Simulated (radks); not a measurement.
Results of a calculation; reference values are marked as such.
Coulomb parameter of the 5d shell of the rhenium ion Re3+ in the model configuration [Xe] 4f14 5d3 6s1, as a second difference U = [E(n + 0.5) + E(n - 0.5) - 2 E(n)] / (0.5)^2 with all orbitals relaxed. "Bare": the charge of the atom changes with n. "Screened": the 6s shell takes up the change at fixed total charge, which measures U(5d,5d) + U(6s,6s) - 2 U(5d,6s). Code: a radial shooting solver on a logarithmic mesh with Libxc functionals. Model: Dirac Kohn-Sham, PBE, spin-unpolarised, spherical densities, point nucleus; open shells are shared between the two j in proportion to 2j + 1.

case                   configuration  E - E(n) (eV)
start              [Xe] 4f14 5d3 6s1          0.000
bare +0.5        [Xe] 4f14 5d3.5 6s1        -16.228
bare -0.5        [Xe] 4f14 5d2.5 6s1         19.355
screened +0.5  [Xe] 4f14 5d3.5 6s0.5         -2.217
screened -0.5  [Xe] 4f14 5d2.5 6s1.5          2.486

U(bare) = 12.507 eV, U(screened by 6s) = 1.075 eV.
